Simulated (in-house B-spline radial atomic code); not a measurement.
Configurations of the nickel ion Ni⁺, with energies counted from [Ar] 3d9. Level of theory: scalar-relativistic (X2C) TPSSh, spin-polarised, spherical fractional occupations, exact exchange averaged over the configuration, Fermi nucleus of rms radius 3.7757 fm; calculated with a B-spline radial code for spherical atoms. Shells without spins written out take the highest spin.

Occupations are held fixed; configurations that lie above the ionisation limit could autoionise.

```
       configuration  E - E(ref) (eV)  highest orbital  its <r> (bohr)
        [Ar] 3d8 4s1           1.6202            4s up           2.511
        [Ar] 3d8 4d1           13.073            4d up           5.504
   [Ne] 3s2 3p5 3d10           63.137          3d down           1.065
[Ne] 3s2 3p5 3d9 4d1           76.915            4d up           5.482
```

(1) Order these further configurations by energy, lowest first.
A. [Ne] 3s2 3p5 3d9 4f1
B. [Ne] 3s2 3p5 3d9 4s1
C. [Ar] 3d8 4p1
D. [Ne] 3s2 3p5 3d9 4p1
E. [Ar] 3d8 4f1

Results:

(1) C (7.4402 eV), E (15.508 eV), B (65.42 eV), D (71.273 eV), A (79.367 eV).
